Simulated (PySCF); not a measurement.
Molfile (atoms numbered from 1):
```
C6H7O
     RDKit          3D

 14 13  0  0  0  0  0  0  0  0999 V2000
   -2.1935    0.7373    0.2416 C   0  0  0  0  0  0  0  0  0  0  0  0
   -1.5184   -0.3002   -0.6614 C   0  0  0  0  0  0  0  0  0  0  0  0
   -0.1304   -0.4418   -0.3452 C   0  0  0  0  0  0  0  0  0  0  0  0
    1.0283   -0.5721   -0.0324 C   0  0  0  0  0  0  0  0  0  0  0  0
    2.4424   -0.7788    0.3330 C   0  0  0  0  0  0  0  0  0  0  0  0
    2.7173    0.5807    0.2351 C   0  0  0  0  0  0  0  0  0  0  0  0
    2.8077    1.6949    0.1235 O   0  0  0  0  0  0  0  0  0  0  0  0
   -3.2492    0.7927   -0.0069 H   0  0  0  0  0  0  0  0  0  0  0  0
   -1.7521    1.7199    0.0960 H   0  0  0  0  0  0  0  0  0  0  0  0
   -2.0987    0.4612    1.2884 H   0  0  0  0  0  0  0  0  0  0  0  0
   -1.6140   -0.0188   -1.7137 H   0  0  0  0  0  0  0  0  0  0  0  0
   -1.9984   -1.2748   -0.5303 H   0  0  0  0  0  0  0  0  0  0  0  0
    2.5724   -1.1985    1.3382 H   0  0  0  0  0  0  0  0  0  0  0  0
    2.9860   -1.4020   -0.3880 H   0  0  0  0  0  0  0  0  0  0  0  0
  1  2  1  0
  2  3  1  0
  3  4  3  0
  4  5  1  0
  5  6  1  0
  6  7  3  0
  1  8  1  0
  1  9  1  0
  1 10  1  0
  2 11  1  0
  2 12  1  0
  5 13  1  0
  5 14  1  0
M  CHG  1   7   1
M  END
```

Geometry: GFN2-xTB; GIAO absolute shieldings from PySCF, gas phase, non-relativistic, averaged over equivalent atoms.

At PBE0/pcSseg-1 (154 basis functions, 15 s wall time on 1 thread of an Arm Neoverse V1, shared host):
```csv
atoms,σ (ppm)
C6,25.1
C3,53.6
C4,131.7
C2,170.1
C1,172.8
C5,176.1
O7,-51.2
H13/H14,26.34
H11/H12,28.66
H8/H9/H10,30.04
```

Predict the values at WP04/IGLO-II on the same geometry.

## Answers


```csv
atoms,σ at WP04/IGLO-II,change
C6,16.8,-8.3
C3,48.5,-5.1
C4,125.4,-6.3
C2,159.0,-11.1
C1,162.6,-10.2
C5,164.7,-11.4
O7,-52.9,-1.7
H13/H14,27.15,+0.81
H11/H12,29.48,+0.82
H8/H9/H10,30.83,+0.79
```

The largest change is at C5 (propargylic sp3 CH2). Cost: 196 basis functions, 20 s wall time on 1 thread of an Arm Neoverse V1, shared host. The order of the carbon signals is the same at both levels.
